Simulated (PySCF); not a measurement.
dichloro(silyl)silane (Cl2H4Si2), SMILES [SiH]([SiH3])(Cl)Cl. Geometry optimised at PBE-D3(BJ)/def2-SVP.

All values below come from PySCF with PBE-D3(BJ)/def2-SVP.

Harmonic wavenumbers (cm⁻¹): 94, 117, 136, 182, 386, 487, 499, 525, 570, 733, 769, 833, 895, 897, 2159, 2175, 2177, 2185. Rotational constants (GHz): 2.210, 2.087, 1.171; symmetry number 1.

**Question.** Work out the zero-point energy and the ideal-gas rigid-rotor harmonic-oscillator thermochemistry at 298.15 K and 1 atm.

**Answer.** ZPE = ½ Σ hcν = ½ × 15818 cm⁻¹ = 22.61 kcal/mol. H − E(el) = 27.64 kcal/mol. Entropy in cal/(mol K): translation 40.53, rotation 28.48, vibration 16.33, total 85.33. G − E(el) = 2.20 kcal/mol. Cp = 25.05 cal/(mol K). Modes under 150 cm⁻¹ make the vibrational entropy uncertain.
